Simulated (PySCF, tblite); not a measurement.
Calculations on `FC1=CC(Cl)=C(F)C=[C]1` [radical], in the order of a workflow; each names the level of the geometry that it ran on. Settings lines and outputs come from a driver script.

Compound: C6H2ClF2 (doublet state).
Atom-mapped SMILES: `[F:1][c:2]1[c:3][cH:4][c:5]([F:6])[c:7]([Cl:8])[cH:9]1` (hydrogens: H10 on C4; H11 on C9)

Step 1: GFN2-xTB geometry optimisation, gas phase (tblite 0.8.0) (from a force-field or distance-geometry start)
```json
{"job": {"kind": "relax", "xc": "GFN2-xTB", "basis": "xTB"}, "charge": 0, "multiplicity": 2}
```
```
step      E/eV     max force
  0    -755.41944    2.484
  1    -755.55431    0.751
  2    -755.58038    0.371
...
 11    -755.60262    0.026
 12    -755.60268    0.022
 13    -755.60270    0.015
 14    -755.60272    0.013
 15    -755.60273    0.008
```

Energy lowered by 4.2 kcal/mol over 15 steps; largest atomic force 0.008 eV/Å at the end. «max force» is the largest atomic force in eV/Å.

Hardware: one thread of an Arm Neoverse V1, shared host. Cost: 0.1 s wall.

Step 2: GFN2-xTB harmonic vibrations, gas phase (tblite 0.8.0) (on the GFN2-xTB geometry)
```json
{"job": {"kind": "ir", "xc": "GFN2-xTB", "basis": "xTB"}, "charge": 0, "multiplicity": 2}
```
```
(table of modes left out)
```

27 modes from 129 to 3102 cm⁻¹ (unscaled, harmonic); zero-point energy 37.0 kcal/mol; all wavenumbers are real at this level.

Hardware: an Arm Neoverse V1 with one thread, on a shared host. Cost: 0.35 s wall.

Step 3: UKS B3LYP, pcH-1 on C Cl F H, non-relativistic, mean-field spin-orbit, GIAO (PySCF 2.14.0) (on the GFN2-xTB geometry)
```json
{"job": {"kind": "epr", "basis": "pcH-1"}, "charge": 0, "multiplicity": 2}
```
```
...
E = -889.64183948 Eh   <S^2> = 0.7577 (exact 0.7500)
g shifts (ppm)      1          2          3
  rmc          -165       -165       -165
  gc             31         12          2
  oz_so        -623       -227        498
  total        -757       -380        334
hyperfine (MHz)  atom isotope    a_iso     a_fc   dipolar eigenvalues
    0   19F      52.86      52.56    -40.28    -12.53     52.81
    1   13C     -13.42     -13.39    -16.25     -5.73     21.99
    2   13C     422.96     423.06    -79.77    -62.09    141.86
    3   13C       8.29       8.30    -12.90     -0.68     13.58
    4   13C      70.96      70.96     -5.77     -0.96      6.73
    5   19F      18.26      18.14    -25.15     -6.30     31.45
    6   13C      -8.76      -8.73     -7.26      2.96      4.31
    7  35Cl       0.40       0.39     -2.01      0.66      1.35
    8   13C      33.40      33.41     -5.25     -0.81      6.06
    9    1H      72.36      72.36     -6.62     -5.56     12.18
   10    1H      30.23      30.23     -2.66     -2.16      4.82
```

⟨S²⟩ 0.758; g_iso 2.0021. rmc, gc and oz_so are the mass-correction, gauge-correction and orbital-Zeeman/spin–orbit parts of the g shift along its three principal axes; a_iso is the isotropic hyperfine coupling and a_fc its Fermi-contact part. The log counts atoms from 0, this text from 1.

Hardware: Arm Neoverse V1, one thread, shared host with 32 logical CPUs at a one-minute load of 25. Cost: 89 s of wall time (grids of density and orbitals included), 0.94 GiB resident at most.

Geometry of the electronic-property runs (GFN2-xTB):
```
atom  x, y, z in Å
F1     2.5057   -1.4088    0.0164
C2     1.2833   -0.8693    0.0053
C3     0.1423   -1.6205   -0.0196
C4    -1.1101   -1.0936   -0.0315
C5    -1.2299    0.2949   -0.0170
F6    -2.4520    0.8413   -0.0287
C7    -0.0952    1.1011    0.0095
Cl8   -0.2556    2.8179    0.0292
C9     1.1622    0.5187    0.0204
H10   -2.0002   -1.7025   -0.0507
H11    2.0549    1.1237    0.0407
```

 (This holds for the electronic-property runs.)
